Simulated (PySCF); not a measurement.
Calculation: PySCF 2.14.0 with TPSSh-D3(BJ)/def2-TZVP // r2SCAN-D4/def2-SVP. Gas-phase values, no solvent. One relaxed conformer stands for a flexible species; it need not be the lowest. 

Reference species: [Co(NH3)6]3+ (lower singlet) (charge +3, multiplicity 1).

The charge on the central atom (meta-Löwdin) is 1.02 e. The coordination number is 6.

Changed species: [Co(H2O)4(NH3)2]3+ (lower singlet) (2 of 6 H2O replaced by NH3, multiplicity 1; the reference has 6 of 6 H2O replaced by NH3, multiplicity 1).

Problem. Give the shifts of the charge on the central atom (meta-Löwdin) and coordination number.

Solution. the charge on the central atom (meta-Löwdin) rises by 0.22 e, to 1.24 e; the coordination number hardly moves.
